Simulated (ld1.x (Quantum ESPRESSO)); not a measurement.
How hard is this ruthenium RRKJ potential?

ruthenium, norm-conserving RRKJ (Kleinman–Bylander form), made with ld1.x (Quantum ESPRESSO) 7.5 (PBEsol, non-relativistic). Core [Ar] 3d10, reference 4s2 4p6 4d7 5s0.5 5p0 (charge +0.5). Waves: 4p (bound): rc 1.85 bohr; 4d (bound): rc 2.00 bohr; 4f channel at 0.45 Ry: rc 1.95 bohr; 4s (bound): rc 1.45 bohr. Local part: the s channel. Core correction: Bessel-smoothed model core inside 1.15 bohr. rho0 = 0.01.

Occupied shells without a wave of their own: 5s. They enter only through the test configuration that unscreens the potential, and ld1.x also counts them in the model core charge.

The pseudo-atom Hamiltonian at the reference potential is diagonalised in spherical Bessel functions j_l(qr) that vanish at 20 bohr, with q² up to the cutoff. All-electron valence levels (Ry): 4p -3.5796, 5p -0.2381, 4d -0.6601, 4s -5.5039, 5s -0.4997.

Task: How do the lowest levels (Ry) of each channel move with the cutoff, and are there ghosts?

Result:

```csv
cutoff (Ry),p #1,p #2,d #1,d #2,f #1,s #1,s #2,s #3,Σ f·Δε (mRy)
8,-2.6031,-0.1801,-0.1408,-0.0095,0.0317,-5.1954,-0.4951,-0.0890,10130.7
18,-3.5115,-0.2340,-0.4904,-0.0314,0.0317,-5.2999,-0.5152,-0.0924,2014.2
35,-3.5796,-0.2462,-0.6571,-0.0351,0.0317,-5.4842,-0.5305,-0.0945,62.6
55,-3.5796,-0.2467,-0.6601,-0.0352,0.0317,-5.4926,-0.5330,-0.0949,23.1
90,-3.5796,-0.2468,-0.6601,-0.0352,0.0317,-5.5033,-0.5337,-0.0950,1.2
140,-3.5796,-0.2468,-0.6601,-0.0352,0.0317,-5.5038,-0.5338,-0.0950,0.1
400,-3.5796,-0.2468,-0.6601,-0.0352,0.0317,-5.5039,-0.5338,-0.0950,0.0
```

Result: no extra level below or beside the all-electron valence levels (p, d, f, s tested); 10 mRy is reached at 70 Ry and 1 mRy at 110 Ry.

The potential misses its own reference levels by up to 0.5 eV. ld1.x takes every shell without a wave as core, so the model core holds the 5s electrons as well and exchange and correlation see them twice. This cancels in the reference configuration, but the file is broken for other ones, and its errors say nothing about a proper core correction. Its largest configuration-test error is -854 meV.
